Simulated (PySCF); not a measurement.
Computed with PBE-D3(BJ)/def2-TZVP // B3LYP-D3(BJ)/def2-TZVP in PySCF. Gas-phase values, no solvent. 

Reference species (SMILES): `[SiH3][B][SiH3]` (neutral, multiplicity 2).

| Quantity | Result |
|---|---|
| dipole moment | 0.06 D |

Changed species: `[B](C)[SiH3]` (radical fragment; the reference has radical fragment).

Problem. Predict the effect on the dipole moment.

Solution. the dipole moment increases by 1.50 D, to 1.56 D.
